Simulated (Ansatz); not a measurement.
Gas-phase electronic energies from Ansatz, PBE0-D4/def2-TZVP geometries. CCSD(T)/CBS is the MP2 limit (def2-TZVPP, def2-QZVPP) plus CCSD(T) − MP2 in def2-TZVPP, frozen cores. DFT in def2-TZVPP. def2 core potentials past Kr. For Sn outer-core shells are correlated without core-valence functions, which leaves a few kJ/mol of doubt a bond. One conformer a species, not always the lowest.

Reaction (redistribution): `C=[CH][AlH][CH3]` + `[SiH3]C[O][SnH3]` → `[CH3][AlH][O]C[SiH3]` + `C=[CH][SnH3]`

Question: Is it downhill or uphill in electronic energy at CCSD(T)/CBS, and by how much? (Estimate.)

Answer: Ansatz gave: Downhill: ΔE = -1.01 eV.

Question: What do these levels give: ωB97X-V, MP2/def2-TZVPP, CCSD/def2-TZVPP, HF/def2-QZVPP, HF/CBS(def2), MP2/CBS(def2)? (Best estimate.)

Answer: Computed: ωB97X-V -1.01, MP2/def2-TZVPP -1.09, CCSD/def2-TZVPP -1.07, HF/def2-QZVPP -1.02, HF/CBS(def2) -1.01, MP2/CBS(def2) -1.04 eV.

Largest T1 diagnostic among the species: 0.014.

In def2-TZVPP, CCSD(T) changes the Hartree–Fock value by −0.04 eV (the triples alone add +0.01 eV) and MP2 by −0.06 eV.
